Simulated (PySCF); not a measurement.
Isomers of C2H8Si2. Level of theory: PBE0-D3(BJ)/def2-SVP geometry optimisation, gas phase (PySCF). One conformer each; no zero-point energy, no entropy. No frequencies were run at this level. Point groups hold within 0.08 Å.

Question: Rank from lowest to highest electronic energy at this level (kcal/mol).
A. `C1[SiH2]C[SiH2]1`
B. `[SiH3]/C=C\[SiH3]`
C. `[CH2:1]=[CH:2][SiH2:3][SiH3:4]` with C1–C2–Si3–Si4 -5°

Answer: A (0.0), C (25.2), B (30.0).

As drawn, the lowest has a four-membered ring, which the highest lacks; the highest has a C=C bond outside aromatic rings, which the lowest lacks.

```csv
SMILES,E (Eh),E rel (kcal/mol),dipole (D),point group,"A, B, C (MHz)"
C1[SiH2]C[SiH2]1,-659.43278,0.0,0.01,D2h,"7140, 3994, 2824"
C=C[SiH2][SiH3],-659.39262,25.2,0.82,near Cs,"6499, 2572, 1926"
[SiH3]/C=C\[SiH3],-659.38505,30.0,0.77,–,"8602, 2170, 1806"
```
